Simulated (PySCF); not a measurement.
Compound: C3F4N2O.
Numbering: `[F:1][c:2]1[n:3][c:4]([C:5]([F:6])([F:7])[F:8])[n:9][o:10]1`

Structure optimised with GFN2-xTB, isolated species.

Q: What internal coordinates does the optimisation give?

A: 
| bond | length (Å) | order |
| --- | --- | --- |
| F1–C2 | 1.290 | single |
| C2–N3 | 1.291 | aromatic |
| N3–C4 | 1.360 | aromatic |
| C4–C5 | 1.501 | single |
| C5–F6, C5–F7, C5–F8 | 1.333 | single |
| C4–N9 | 1.301 | aromatic |
| N9–O10 | 1.348 | aromatic |
| C2–O10 | 1.331 | aromatic |

Bonds in one row agree within 0.01 Å and their mean is given. Orders are formal, as drawn. A selection of angles:
| angle | degrees |
| --- | --- |
| F1–C2–N3 | 127.5 |
| F1–C2–O10 | 118.5 |
| N3–C2–O10 | 114.0 |
| C2–N3–C4 | 101.4 |
| N3–C4–C5 | 122.4 |
| N3–C4–N9 | 113.6 |
| C5–C4–N9 | 124.0 |
| C4–C5–F6 | 111.8 |
| F6–C5–F7 | 107.5 |
| C4–N9–O10 | 105.1 |
| C2–O10–N9 | 105.9 |

Dihedral angles: N3–C4–C5–F6 -168° (antiperiplanar). The mirror-image conformer, all signs reversed, is as good.

The 4 C–F bonds span 1.290 Å (F1–C2, drawn single) to 1.336 Å (C5–F7, drawn single), a spread of 0.046 Å. N9 (pyridine-type nitrogen) is bent (angle 105.1°). The 5-membered ring C2–N3–C4–N9–O10 has internal angles of 101.4° to 114.0°; it is planar, 0.00 Å rms from its mean plane, widest ring torsion 0°. The 3 C–N bonds span 1.291 Å (C2–N3, aromatic) to 1.360 Å (N3–C4, aromatic), a spread of 0.069 Å.

Point group: near Cs, missed by 0.28 Å at most; the miss may be what the optimiser left on a soft mode. No GFN2-xTB frequencies stand behind this structure, so it isn't proved a minimum.

These are computed values.
